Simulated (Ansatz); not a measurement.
Reaction (ligand exchange at a B–C bond): `CCB(N)O` + HCl → `NB(O)Cl` + `CC`

Computed with Ansatz on PBE0-D4/def2-TZVP structures; ΔE is electronic, products minus reactants. CCSD(T)/CBS adds triple-zeta CCSD(T) − MP2 to the extrapolated MP2 energy (def2 sets, frozen cores). This one scheme is used for every species. DFT in def2-TZVPP. B3LYP here is the variant with VWN-RPA as its local correlation; programs differ in this. One conformer a species, not always the lowest.

**Question.** Is it downhill or uphill in electronic energy at CCSD(T)/CBS, and by how much? (Best estimate.)

**Answer.** Computed: Downhill: ΔE = -1.02 eV.

**Question.** What do these levels give: BLYP-D4, B97M-V, PBE0-D4, r2SCAN0-D4, B2PLYP, PBE, revPBE, PBE0, B3LYP, MP2/def2-TZVPP, CCSD(T)/def2-TZVPP, MP2/CBS(def2)? (Estimate.)

**Answer.** The calculation gave: BLYP-D4 -1.06, B97M-V -1.10, PBE0-D4 -1.06, r2SCAN0-D4 -1.10, B2PLYP -1.09, PBE -1.08, revPBE -1.10, PBE0 -1.09, B3LYP -1.10, MP2/def2-TZVPP -1.06, CCSD(T)/def2-TZVPP -1.01, MP2/CBS(def2) -1.07 eV.

Largest T1 diagnostic among the species: 0.011.

Leaving LDA and LC-ωPBE aside and taking each functional with its dispersion term where it has one, the values, not all of them listed here, spread over 0.05 eV, from r2SCAN-D4 to revPBE-D4. LDA lies +0.06 eV from PBE without D4. At CCSD(T), def2-SVP lies −0.09 eV from the extrapolated value and def2-TZVPP +0.01 eV. In def2-TZVPP, CCSD(T) changes the Hartree–Fock value by +0.15 eV (the triples alone add +0.00 eV) and MP2 by +0.10 eV.
